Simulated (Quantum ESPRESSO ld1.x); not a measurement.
Question: All-electron atom: the krypton ion Kr4+ in [Ar] 3d10 4s2 4p2 (the NIST ground configuration). All-electron calculation, scalar-relativistic Kohn-Sham, LDA (Slater exchange, VWN5 correlation), spin-unpolarised, spherical densities, point nucleus. Program: ld1.x of Quantum ESPRESSO 7.5. Some entries of the table are withheld. Estimate them.

orbital,occ.,eigenvalue (eV),<1/r> (bohr^-1)
1s,2,(1),(2)
2s,2,-1919.29,8.152
2p,6,-1705.32,(3)
3s,2,-319.732,2.699
3p,6,-251.542,(4)
3d,10,(5),2.282
4s,2,-73.2169,0.9395
4p,2,-56.7454,0.8299

Answer: 
(1) 1s eigenvalue (eV): -14194.1
(2) 1s <1/r> (bohr^-1): 36.72
(3) 2p <1/r> (bohr^-1): 7.980
(4) 3p <1/r> (bohr^-1): 2.550
(5) 3d eigenvalue (eV): -138.206
